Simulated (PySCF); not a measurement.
Symmetry of computed structures. Level of theory: PBE0/pcSseg-1 in PySCF (dipole) on a GFN2-xTB geometry, gas phase. The symmetry is that of the one conformer found, every atom within 0.08 Å of its image; none is proved a minimum here.

(1) `[CH3:1][CH2:2][CH2:3][c:4]1[cH:5][cH:6][cH:7][c:8]([C:9]#[N:10])[cH:11]1` with C1–C2–C3–C4 180°, C2–C3–C4–C5 -89°: symmetry, top, dipole?

(2) `[CH3:1][C:2]1=[C:3]([F:4])[CH2:5][CH:6]=[CH:7]1` with H–C1–C2–C3 0° (nearest H): symmetry, top, dipole?

(3) What symmetry has `[CH:1]#[C:2][C@H:3]1[SiH2:4][CH2:5]/[C:6](=[CH:7]\[F:8])[C:9]1=[CH2:10]` with C2–C3–Si4–C5 127°, C3–Si4–C5–C6 13°, Si4–C5–C6–C7 150°, C5–C6–C9–C10 -147°?

(4) Point group, rotor type and polarity of `[N:1]#[C:2][c:3]1[cH:4][cH:5][n:6]2[cH:7][cH:8][cH:9][cH:10][c:11]12`?

(5) What symmetry has `[CH3:1][CH2:2][CH2:3][n:4]1[n:5][n:6][c:7]([CH3:8])[c:9]1[C:10]#[N:11]` with C1–C2–C3–N4 -178°, C2–C3–N4–N5 105°?

Answers

(1) C1; asymmetric top; symmetry number 1; this conformer is chiral (no improper operation); dipole 5.00 D; A, B, C = 2103, 598.8, 488.1 MHz.

(2) Cs; asymmetric top; symmetry number 1; 2 operations, which sort the 14 atoms into 12 sets; dipole 1.17 D, in the ab plane, which is the mirror; A, B, C = 3588, 3105, 1700 MHz.

(3) C1; asymmetric top; symmetry number 1; this conformer is chiral (no improper operation); dipole 0.50 D.

(4) Cs; asymmetric top; symmetry number 1; 2 operations, which sort the 17 atoms into 17 sets; dipole 6.45 D, in the ab plane, which is the mirror; A, B, C = 2338, 980.0, 690.5 MHz; heavy atoms equivalent by symmetry: none.

(5) C1; asymmetric top; symmetry number 1; this conformer is chiral (no improper operation); dipole 1.61 D; A, B, C = 1818, 798.9, 590.3 MHz.
